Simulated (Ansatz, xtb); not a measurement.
Ranking isomers of C5H3NSe2

6 gas-phase structures of C5H3NSe2, from a drawn sample of its isomers (lower ones may exist). Each was relaxed with GFN2-xTB; where two conformers were screened, the lower at r2SCAN-D4/def2-SVP is listed:

A. `N#Cc1c[se]c([SeH])c1`, a singlet
B. `C=C1[Se]C=C(C#N)[Se]1`, a singlet
C. `C#Cc1cc([SeH])[se]n1`, a singlet
D. `N#CC1=C[Se]C=C[Se]1`, a singlet
E. `C#CC(=C)[Se][Se]C#N`, a singlet
F. `N#CC=C1[Se]C=C[Se]1`, a singlet

Make a reasoned guess at their ranking by r2SCAN-D4/def2-SVP single-point energy.

Calculated order at r2SCAN-D4/def2-SVP: A (0.000), F (0.466), B (0.708), D (0.838), C (1.690), E (2.238) eV.

Energies above the lowest of each column, in eV; the last columns are at PBE-D3(BJ)/def2-SVP geometries and were run for some of them only (a dash: not run or not comparable):

```json
{"structure": "A", "GFN2-xTB": "0.000", "HF/STO-3G": "0.000", "r2SCAN-D4/def2-SVP": "0.000", "PBE-D3(BJ)/def2-SVP": "0.000", "CCSD(T)/def2-SVP + ΔMP2/def2-TZVPP": "0.000"}
{"structure": "F", "GFN2-xTB": "0.446", "HF/STO-3G": "0.158", "r2SCAN-D4/def2-SVP": "0.466", "PBE-D3(BJ)/def2-SVP": "0.459", "CCSD(T)/def2-SVP + ΔMP2/def2-TZVPP": "0.473"}
{"structure": "B", "GFN2-xTB": "0.613", "HF/STO-3G": "0.282", "r2SCAN-D4/def2-SVP": "0.708", "PBE-D3(BJ)/def2-SVP": "0.685", "CCSD(T)/def2-SVP + ΔMP2/def2-TZVPP": "0.652"}
{"structure": "D", "GFN2-xTB": "0.745", "HF/STO-3G": "0.500", "r2SCAN-D4/def2-SVP": "0.838", "PBE-D3(BJ)/def2-SVP": "0.787", "CCSD(T)/def2-SVP + ΔMP2/def2-TZVPP": "–"}
{"structure": "C", "GFN2-xTB": "0.483", "HF/STO-3G": "2.054", "r2SCAN-D4/def2-SVP": "1.690", "PBE-D3(BJ)/def2-SVP": "–", "CCSD(T)/def2-SVP + ΔMP2/def2-TZVPP": "–"}
{"structure": "E", "GFN2-xTB": "1.103", "HF/STO-3G": "2.114", "r2SCAN-D4/def2-SVP": "2.238", "PBE-D3(BJ)/def2-SVP": "–", "CCSD(T)/def2-SVP + ΔMP2/def2-TZVPP": "–"}
```

Every level run on A puts it lowest or level with the lowest. Flexible structures stand in one conformer each, not always the lowest. Frequencies (GFN2-xTB) were run for A, B, F alone. The ΔMP2 step shifts differences by up to 0.193 eV, which makes them less sure. ΔMP2 is the change of the MP2 energy from the smaller to the larger basis.

Over these structures GFN2-xTB departs from r2SCAN-D4/def2-SVP by 0.497 eV on average once a common shift is removed. A GFN2-xTB relaxation took about 0.22 s and the r2SCAN-D4/def2-SVP energy about 2.7 s on a shared host (Ansatz 0.2.0, xtb 6.7.1).
